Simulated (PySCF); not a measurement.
GeCl4, SMILES [Cl][Ge]([Cl])([Cl])[Cl]. Geometry: ωB97X-D3(BJ)/def2-SVP. The isomer is the one that the SMILES or the coordinates give; other isomers of the formula were not compared.

Computed equilibrium geometry at ωB97X-D3(BJ)/def2-SVP (PySCF confirms it by a frequency run) as a Z-matrix, and its point group:
point group Td.
```
Ge
Cl 1 2.1162
Cl 1 2.1162 2 109.47
Cl 1 2.1162 2 109.47 3 120.00
Cl 1 2.1162 2 109.47 3 -120.00
```
